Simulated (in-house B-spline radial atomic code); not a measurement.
RPA and G0W0 for Ar8+, [He] 2s2 2p6, as one setting changes: the share of exact exchange in the PBE hybrid start. A dash marks a level of low quasi-particle weight. Computed with a B-spline radial code for spherical atoms: all electrons, non-relativistic, point nucleus, each spin shell either full or empty, empty states to l = 9 with an (l + 1/2)⁻⁴ tail; G0W0 by contour deformation at full frequency.

```csv
share of exact exchange in the PBE hybrid start,mean-field level (eV),G0W0 level (eV),RPA correlation (Eh)
0,-394.96,2p -422.72,-0.61983
0.1,-398.06,2p -422.78,-0.61529
0.2,-401.17,2p -422.83,-0.61083
0.3,-404.28,2p -422.87,-0.60646
0.4,-407.39,2p -422.92,-0.60217
0.5,-410.50,2p -422.95,-0.59796
0.6,-413.62,2p -422.99,-0.59382
0.7,?,?,?
0.8,-419.85,2p -423.04,-0.58577
0.9,?,?,?
1,-426.09,2p -423.09,-0.57799
```

(1) What belongs in the row for 0.9?

(2) What belongs in the row for 0.7?

(3) At what share of exact exchange does G0W0 leave the highest level unchanged?

## Answers

(1) mean-field level (eV): -422.97; G0W0 level (eV): 2p -423.07; RPA correlation (Eh): -0.58185.

(2) mean-field level (eV): -416.73; G0W0 level (eV): 2p -423.02; RPA correlation (Eh): -0.58976.

(3) Near 0.90, where the shift changes sign (-0.099 eV at 0.9, +2.999 eV at 1).
